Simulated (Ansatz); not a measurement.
A structure relaxed at r2SCAN-D4/def2-SVP in Ansatz, charge 1, doublet:

Cartesian coordinates in Å:
```
Mg -0.4757 0.3010 -0.8040
Mg 1.4179 -0.8688 2.3788
Se 1.1444 0.9709 0.9220
Se -2.0866 -0.4031 -2.4967
```

Give its formula and point group.

the cluster Mg2Se2⁺. Point group Cs (tolerance 0.1 Å).

Summarise the bond lengths by kind (pairs closer than 1.2 times the sum of covalent radii, bridged metal pairs left out).

3 × Mg–Se 2.36 to 2.46 Å.

The charge 1 doublet is spin-contaminated (final ⟨S²⟩ up to 0.91, 0.75 for a pure state). The gap within one spin of the charge 1 doublet nearly closes, so an electron or hole may be smeared out by delocalisation error. Another isomer (doublet) lies 1.28 eV lower at PBE0-D4/def2-TZVP; other spin states weren't run for this one.
